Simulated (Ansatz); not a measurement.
The cluster Si2O4⁺. Charge 1, multiplicity 2. Geometry PBE0-D4/def2-SVP, that of the neutral singlet; atoms count from 1.

```
atom   x (Å)   y (Å)   z (Å)
 Si1   0.206   0.619   1.006
 Si2  -0.206  -0.619  -1.006
  O3  -0.094   1.010  -0.602
  O4   0.094  -1.010   0.602
  O5  -0.465  -1.400  -2.275
  O6   0.465   1.400   2.275
```

The structure comes from a short search, and lower isomers may exist.

Question: Estimate the Mulliken populations from the PBE0/def2-TZVP orbitals of Ansatz.

Answer: 
```tsv
atom	charge (e)	spin (α − β)
Si1	0.92	-0.03
Si2	0.92	-0.03
O3	-0.26	0.03
O4	-0.26	0.03
O5	-0.16	0.50
O6	-0.16	0.50
```
Mulliken values depend strongly on the basis.

Question: Where does the spin sit?

Answer: Summed by element: Si -0.07, O 1.07, of 1 unpaired in all. Largest on single atoms: O5 0.50, O6 0.50, Si1 -0.03.

Question: And the Mayer bond orders between heavy atoms (over 0.3)?

Answer: Si1–O3 1.13 (1.68 Å); Si1–O4 1.13 (1.68 Å); Si1–O6 1.86 (1.51 Å); Si2–O3 1.13 (1.68 Å); Si2–O4 1.13 (1.68 Å); Si2–O5 1.86 (1.51 Å).
